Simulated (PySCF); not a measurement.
Compound: C₄H₁₁N₃.
Numbering: `[CH2:1]=[N:2][CH:3]([CH2:4][NH2:5])[CH2:6][NH2:7]` (hydrogens: H8, H9 on C1; H10 on C3; H11, H12 on C4; H13, H14 on N5; H15, H16 on C6; H17, H18 on N7)

Geometry (GFN2-xTB, Å), atoms numbered from 1 in this order:
```xyz
18
C4H11N3 angstrom
C     -1.012    1.470   -0.921
N     -0.479    0.365   -1.171
C      0.184   -0.409   -0.148
C      1.394    0.344    0.452
N      2.409    0.734   -0.503
C     -0.789   -0.832    0.976
N     -1.930   -1.607    0.541
H     -1.491    1.992   -1.738
H     -1.043    1.966    0.054
H      0.549   -1.314   -0.657
H      1.867   -0.294    1.203
H      1.040    1.252    0.949
H      2.005    1.333   -1.217
H      2.786   -0.084   -0.970
H     -1.168    0.064    1.477
H     -0.239   -1.426    1.711
H     -2.468   -1.083   -0.143
H     -1.623   -2.464    0.093
```

Computed at PBE0/pcSseg-1 (PySCF, non-relativistic), with Q(14N) = 0.02044 b: N2, 14N (I = 1): χzz = -5.751 MHz, η = 0.464; N5, 14N (I = 1): χzz = -5.580 MHz, η = 0.141.

Q: Find the zero-field quadrupole resonance frequencies of 14N at N2.

A: From ν± = (3/4)|χ|(1 ± η/3) and ν0 = |χ|η/2: ν+ 4.980 MHz, ν− 3.647 MHz, ν0 1.333 MHz (imine nitrogen).

Q: Where would the pure quadrupole (NQR) lines of 14N at N5 fall for the rigid, isolated species?

A: From ν± = (3/4)|χ|(1 ± η/3) and ν0 = |χ|η/2: ν+ 4.382 MHz, ν− 3.989 MHz, ν0 0.393 MHz (primary amine nitrogen).

In a crystal, neighbours and librations shift these lines. GFN2-xTB bond lengths can be off by several hundredths of an ångström, more for odd bonds, and the gradients follow them. A larger basis could move these couplings by a tenth or more.

One conformer stands for the species.
